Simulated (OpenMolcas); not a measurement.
Ar6+: effect of the IPEA shift

```
Program             : OpenMolcas
Basis               : ANO-RCC-VTZP [5s4p2d1f]
Scalar Hamiltonian  : DKH2, point nucleus
Active space        : 2 electrons in 4 orbitals (3s 3p)
State averaging     : 2S+1 = 3 even, 3 roots; 2S+1 = 1 even, 7 roots (6 in the spin-orbit step); 2S+1 = 3 odd, 3 roots; 2S+1 = 1 odd, 3 roots
Spin-orbit coupling : RASSI with atomic mean-field integrals over the reference wave functions, term energies averaged over their components
```

Methods on the same reference wave functions:
A. CASSCF
B. SS-CASPT2, IPEA 0 Eh, imaginary shift 0.1 Eh (closed shells correlated: 2s 2p)
C. SS-CASPT2, IPEA 0.25 Eh, imaginary shift 0.1 Eh (closed shells correlated: 2s 2p)

Energies in cm⁻¹ above 3s² ¹S₀, the measured ground level; measured values from Saloman, J. Phys. Chem. Ref. Data 39, 033101 (2010).

| Level | A | B | C | Measured |
| --- | --- | --- | --- | --- |
| 3s² ¹S₀ | 0.0 | 0.0 | 0.0 | 0.0 |
| 3s 3p ³P°₀ | 112959 | 112761 | 112835 | 113101 |
| 3s 3p ³P°₁ | 113724 | 113522 | 113597 | 113906 |
| 3s 3p ³P°₂ | 115300 | 115102 | 115177 | 115590 |
| 3s 3p ¹P°₁ | 186980 | 174629 | 175209 | 170722 |

Deviations, from unrounded energies. A percentage is the sum of absolute deviations over the sum of measured energies, with the sign that they share, or ± where signs differ.

```json
{"Against measurement": "mean absolute deviation (cm-1)", "Levels": "4", "A": "4200", "B": "1300", "C": "1400"}
{"Against measurement": "other configurations (%)", "Levels": "4", "A": "±3.3", "B": "±1.0", "C": "±1.1"}
```

B lies closest to measurement on these levels and A furthest from it. The largest miss of B in the table is 3s 3p ¹P°₁, by +3900 cm-1. The ranking rests on the paired levels alone, and a cruder setting can come out closer through cancelling errors.

Between B and C the level of the table that moves most is 3s 3p ¹P°₁, by 580 cm-1 (lowest in B, highest in C).

The lowest spin-free term lies below A's lowest term by 0.036 hartree in B, 0.036 hartree in C.

Over all roots computed the reference weight is 0.92 to 1.00 in B, 0.94 to 1.00 in C; the roots of lowest weight are the least certain, and an intruder state may touch them. Computed and measured levels are paired by configuration, term and J; levels that our copy of the source lacks, or whose pairing is in doubt (as where it misses far off the trend of its configuration), stay unpaired and out of the deviations. Only configurations of the active space appear. The table leaves out levels that lie high or whose names do not pair safely across all columns.

° marks odd parity.
